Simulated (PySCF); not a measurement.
# Assignment exercise: C6H11FOSi

Molfile (atoms numbered from 1):
```
C6H11FOSi
     RDKit          3D

 20 19  0  0  0  0  0  0  0  0999 V2000
    3.3658    1.0166    0.9419 C   0  0  0  0  0  0  0  0  0  0  0  0
    2.2297    0.3088    0.5562 O   0  0  0  0  0  0  0  0  0  0  0  0
    2.1548   -1.1733   -0.1053 Si  0  0  0  0  0  4  0  0  0  0  0  0
    0.3203   -1.4386   -0.3429 C   0  0  0  0  0  0  0  0  0  0  0  0
   -0.6399   -0.5657   -0.0221 C   0  0  0  0  0  0  0  0  0  0  0  0
   -2.0444   -0.8122   -0.2239 C   0  0  0  0  0  0  0  0  0  0  0  0
   -3.0354    0.0257    0.0841 C   0  0  0  0  0  0  0  0  0  0  0  0
   -3.0028    1.3820    0.6916 C   0  0  0  0  0  0  0  0  0  0  0  0
   -4.3074   -0.3799   -0.1801 F   0  0  0  0  0  0  0  0  0  0  0  0
    3.9224    0.4741    1.7103 H   0  0  0  0  0  0  0  0  0  0  0  0
    3.0466    1.9793    1.3441 H   0  0  0  0  0  0  0  0  0  0  0  0
    4.0290    1.1863    0.0900 H   0  0  0  0  0  0  0  0  0  0  0  0
    2.7436   -2.1785    0.7916 H   0  0  0  0  0  0  0  0  0  0  0  0
    2.8834   -1.2164   -1.3817 H   0  0  0  0  0  0  0  0  0  0  0  0
    0.0288   -2.3855   -0.7793 H   0  0  0  0  0  0  0  0  0  0  0  0
   -0.3551    0.3806    0.4137 H   0  0  0  0  0  0  0  0  0  0  0  0
   -2.3115   -1.7639   -0.6648 H   0  0  0  0  0  0  0  0  0  0  0  0
   -3.4720    2.0966    0.0148 H   0  0  0  0  0  0  0  0  0  0  0  0
   -1.9855    1.6947    0.8968 H   0  0  0  0  0  0  0  0  0  0  0  0
   -3.5754    1.3801    1.6196 H   0  0  0  0  0  0  0  0  0  0  0  0
  1  2  1  0
  2  3  1  0
  3  4  1  0
  4  5  2  0
  5  6  1  0
  6  7  2  0
  7  8  1  0
  7  9  1  0
  1 10  1  0
  1 11  1  0
  1 12  1  0
  3 13  1  0
  3 14  1  0
  4 15  1  0
  5 16  1  0
  6 17  1  0
  8 18  1  0
  8 19  1  0
  8 20  1  0
M  END
```

PySCF calculation with geometry from GFN2-xTB and GIAO PBE0/pcSseg-1 shieldings; one computed conformer, equivalent nuclei averaged, in vacuum, non-relativistic Hamiltonian.

Shifts are taken against calculated references (same method and geometry level): TMS for 13C and 1H.

(1) Assign these signals to the numbered atoms. 13C{1H} NMR (computed): δ 173.7, 148.5, 127.7, 118.9, 54.2, 17.0.

(2) Assign these signals to the numbered atoms. 1H NMR (500 MHz, computed): δ 6.99 (m, 1H), 6.12 (m, 1H), 5.43 (m, 1H), 5.15 (d, 2H), 3.91 (s, 3H), 2.20 (m, 3H).

Results:

(1) 
173.7 → C7, fully substituted alkene carbon
148.5 → C5, alkene CH: an sp2 carbon of a C=C bond
127.7 → C4, alkene CH
118.9 → C6, alkene CH
54.2 → C1, methyl carbon bonded to O: the inductive effect lowers its shielding
17.0 → C8, allylic methyl carbon: a saturated carbon with 1 carbon neighbour and no heteroatom attached

(2) 
6.99 → H16, hydrogen on an alkene CH: attached to an sp2 carbon and in the plane of the double bond
6.12 → H17, hydrogen on an alkene CH
5.43 → H15, hydrogen on an alkene CH
5.15 → H13/H14, hydrogen on a silicon bonded to C, O
3.91 → H10/H11/H12, hydrogen on a methyl carbon bonded to O: its carbon carries O, hence the downfield position
2.20 → H18/H19/H20, hydrogen on an allylic methyl carbon: allylic position

Splittings by 19F in the carbon and heteronuclear signals aren't shown, as no couplings were computed. Shifts are as computed. Against solution values, carbons near 30 ppm lie about +3 ppm off and those near 130 ppm about +5 ppm. Of 1211 compounds with measured shifts, 218 miss one by over three times the rms of a fit or turn the order of signals round; such compounds aren't used in these exercises. No couplings were computed; multiplicities are counted from neighbouring protons, with m where these are inequivalent, close in shift, in a saturated or five-membered ring or joined by F or P, and br s for small geminal =CH2 splittings.
